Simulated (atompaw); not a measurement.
**Building the PAW (atompaw) potential for Pr (PBE, scalar-relativistic).**

| Quantity | Value |
| --- | --- |
| Element | Pr (Z = 59) |
| Generator | atompaw 4.2.0.5 |
| Type | PAW |
| Functional | PBE |
| Relativity | scalar-relativistic |
| Frozen core | [Kr] 4d10 |
| Valence charge | 13 |
| Reference configuration | 4f3 5s2 5p6 5d0 6s0 6p0 (charge +2) |
| Partial waves | 5s (bound): rc 2.05 bohr; 6s (bound, empty): rc 2.40 bohr; 5p (bound): rc 2.20 bohr; 6p (bound, empty): rc 3.00 bohr; 5d (bound, empty): rc 3.00 bohr; 5d channel at 0.8 Ry: rc 3.00 bohr; 4f (bound): rc 1.90 bohr; 4f channel at 1.95 Ry: rc 1.90 bohr |
| Local potential | bessel scheme, radius 2.60 bohr |
| Core correction | smooth core density matched at 2.10 bohr |
| Augmentation charge | sinc compensation charge, radius 2.80 bohr; PAW radius 3.00 bohr; waves and projectors: custom rrkj gramschmidtortho |

(1) Estimate the cutoffs (Ry, on a coarse ladder) from which the occupation-weighted sum of valence levels, in a spherical-Bessel basis at the reference potential, stays within 10 and 1 mRy of its value at 400 Ry.

(2) Does the potential have ghost states?

(3) Is the overlap operator S = 1 + Σ q|β⟩⟨β| positive definite (Bessel basis up to 400 Ry)?

(4) Which valence shell sets the plane-wave cutoff?

Answers

(1) 35 Ry and 55 Ry.

(2) No extra level below or beside the all-electron valence levels (s, p, d, f tested).

(3) Yes: its lowest eigenvalue is 0.06 (p channel).

(4) 4f: its level needs 40 Ry to come within 1 mRy, against 15 Ry for 5p.
